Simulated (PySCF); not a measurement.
**From computed data to an observable: entropy of an ideal gas**

SiH2ClBr, SMILES Cl[SiH2]Br.

Geometry: PBE-D3(BJ)/def2-TZVP.

PBE-D3(BJ)/def2-TZVP in PySCF gives the harmonic wavenumbers 147, 412, 545, 547, 670, 820, 911, 2197, 2215 cm⁻¹ and the rotational temperatures 0.5937, 0.0748, 0.0676 K. The molar mass is 145.46 g/mol, the symmetry number 1, the spin multiplicity 1.

Task: Work out the entropy at 298.15 K and 1 atm in the rigid-rotor, harmonic-oscillator model.

Result: 
Translation (Sackur–Tetrode at 1 atm): S = R[1.5 ln M + 2.5 ln T − 1.16487] = 170.9 J/(mol K).
Rotation: q = (√π/σ) T^1.5/√(θA θB θC) = 167000, S = R[ln q + 3/2] = 112.4 J/(mol K).
Vibration: with u = 1.4388 ν/T, each mode gives R[u/(e^u − 1) − ln(1 − e^−u)]:
| ν (cm⁻¹) | modes | u | S (J/(mol K)) |
|---|---|---|---|
| 147 | 1 | 0.71 | 11.34 |
| 412 | 1 | 1.99 | 3.85 |
| 545 | 1 | 2.63 | 2.32 |
| 547 | 1 | 2.64 | 2.30 |
| 670 | 1 | 3.23 | 1.44 |
| 820 | 1 | 3.96 | 0.80 |
| 911 | 1 | 4.40 | 0.56 |
The stiffer modes add less than 0.005 each. Sum 22.6 J/(mol K).
Spin: R ln 1 = 0.0 J/(mol K).
Total 305.9 J/(mol K); the program's own thermochemistry gives 305.9. Translation makes up 56 % and vibration 7 %. Anharmonicity, hindered rotation and orbital degeneracy are left out.
